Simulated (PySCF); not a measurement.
## First hyperpolarisability of `CC(=O)/C=C/C=C/[SiH3]`, C6H10OSi

Method used: quadratic response CAM-B3LYP/aug-cc-pVDZ first hyperpolarisability, Taylor convention, gas phase (PySCF 2.14.0). Geometry: PBE0-D3(BJ)/def2-SVP.

Input:
```
{"job": {"kind": "beta", "xc": "CAM-B3LYP", "basis": "aug-cc-pVDZ"}, "charge": 0, "multiplicity": 1}
C      3.941351     0.206736     0.375919
C      2.654720    -0.541387     0.138655
O      2.634654    -1.738584    -0.054143
C      1.409211     0.269158     0.154932
C      0.207633    -0.309421    -0.036135
C     -1.055690     0.396109    -0.035616
C     -2.251016    -0.201477    -0.224359
Si    -3.885628     0.702275    -0.218754
H      4.789584    -0.487307     0.339331
H      4.069652     0.994334    -0.384137
H      3.912841     0.710336     1.355776
H      1.488719     1.348094     0.326820
H      0.197956    -1.393628    -0.202598
H     -1.007889     1.480441     0.130268
H     -2.248202    -1.288089    -0.387387
H     -4.760830     0.203361     0.887043
H     -3.632717     2.162754    -0.029215
H     -4.612852     0.485195    -1.507457
```
Coordinates are in Å.

Command: `OMP_NUM_THREADS=1 python excited_run.py task.json out`

Question: What does the run print?

Answer: DR is the depolarisation ratio; parallel is 3/5 of the vector part along the dipole.
```
coarse grid: 15432 points
cycle   1  E = -599.0286759848  dE =  1.044e+00  |g| = 8.193e-01  |ddm| = 2.199e+01
cycle   2  E = -598.7789892248  dE =  2.497e-01  |g| = 1.441e+00  |ddm| = 5.837e+00
cycle   3  E = -599.1755062655  dE = -3.965e-01  |g| = 8.942e-02  |ddm| = 3.208e+00
cycle   4  E = -599.1773647792  dE = -1.859e-03  |g| = 4.546e-02  |ddm| = 5.343e-01
cycle   5  E = -599.1779057738  dE = -5.410e-04  |g| = 9.349e-03  |ddm| = 2.668e-01
cycle   6  E = -599.1779266325  dE = -2.086e-05  |g| = 4.792e-03  |ddm| = 5.814e-02
cycle   7  E = -599.1779342017  dE = -7.569e-06  |g| = 1.406e-03  |ddm| = 2.319e-02
final grid: 144104 points
cycle   8  E = -599.2014941806  dE = -1.777e-05  |g| = 3.469e-03  |ddm| = 3.244e-01
cycle   9  E = -599.2014943621  dE = -1.815e-07  |g| = 3.621e-03  |ddm| = 4.549e-02
cycle  10  E = -599.2014976271  dE = -3.265e-06  |g| = 6.810e-04  |ddm| = 1.642e-02
cycle  11  E = -599.2014977223  dE = -9.529e-08  |g| = 1.629e-04  |ddm| = 2.473e-03
cycle  12  E = -599.2014977272  dE = -4.849e-09  |g| = 1.043e-04  |ddm| = 1.194e-03
cycle  13  E = -599.2014977300  dE = -2.760e-09  |g| = 1.882e-05  |ddm| = 4.703e-04
cycle  14  E = -599.2014977301  dE = -1.529e-10  |g| = 8.169e-06  |ddm| = 1.497e-04
converged SCF energy = -599.2014977301

Lowest singlets (eV, f): 3.6940 0.0000  4.7674 0.9142  6.1257 0.0024

First hyperpolarisability (au)
process     nm      |vector|   parallel      HRS      DR
static         -      479.63      48.59     220.07   3.762
shg       1907.0      564.43      62.72      255.7   3.883
eope      1907.0      506.09       53.0          -       -
shg       1064.0      827.36     106.52     365.93   4.137
eope      1064.0      571.06      63.83          -       -
```

It took 66 s wall time on 1 thread of an Arm Neoverse V1, shared host, peak memory 1.2 GiB.
